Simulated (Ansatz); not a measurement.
`[F][SnH]([Cl])[Br]` + CH₃OH → `C[O][SnH]([F])[Cl]` + HBr at 600 K and 1 bar (ligand exchange at the Sn–Br bond).

Gas-phase electronic energies from Ansatz, PBE0-D4/def2-TZVP geometries. CBS: MP2 limit from def2 TZ/QZ plus the TZ coupled-cluster correction, frozen cores. This one scheme is used for every species. def2 core potentials past Kr. For Br, Sn outer-core shells are correlated without core-valence functions, which leaves a few kJ/mol of doubt a bond. Scalar relativity is left out up to krypton. One conformer a species, not always the lowest.

```csv
species,CCSD(T)/CBS energy (Eh),H − E (kJ/mol),S (J/(mol·K))
`[F][SnH]([Cl])[Br]`,-3347.63611,75.0,419.0
CH₃OH,-115.61712,163.6,277.3
`C[O][SnH]([F])[Cl]`,-889.30712,197.9,471.3
HBr,-2573.91920,33.5,219.1
```

H − E and S are ideal-gas, rigid-rotor, harmonic terms from PBE0-D4/def2-TZVP, for one conformer and one mirror image of each species. 1 Eh = 2625.50 kJ/mol, R = 8.31446 J/(mol·K).

Question: By hand: ΔE, ΔH, ΔS and ΔG.

Answer: ΔE = (-889.30712) + (-2573.91920) − (-3347.63611) − (-115.61712) = 0.02691 Eh = 70.7 kJ/mol. Δ(H − E) = 197.9 + 33.5 − 75.0 − 163.6 = -7.2, so ΔH = 63.5 kJ/mol. ΔS = 471.3 + 219.1 − 419.0 − 277.3 = -5.9 J/(mol·K). ΔG = 63.5 − 600 × (-5.9)/1000 = 67.0 kJ/mol.

Question: By hand: the equilibrium constant, and the temperature at which ΔG would vanish if ΔH and ΔS stayed fixed.

Answer: log₁₀ K = −ΔG/(RT ln 10) = -5.8. ΔH and −TΔS have one sign here, so there is no such temperature. One of them is within its doubt of zero, so this could turn.

The number of gas molecules stays the same, so ΔS is small and ΔH decides. A doubt of 5 kJ/mol in ΔE shifts log₁₀ K by 0.4 here. Other conformers and mirror images would add mixing entropy, several J/(mol·K) or more a flexible species. Modes under 60 cm⁻¹, often nearly free rotors, make the harmonic entropy too high. These are equilibria of isolated gas molecules and say nothing of rates. Largest T1 diagnostic: 0.014 (customary marks: 0.02 for closed shells, 0.045 for open ones).
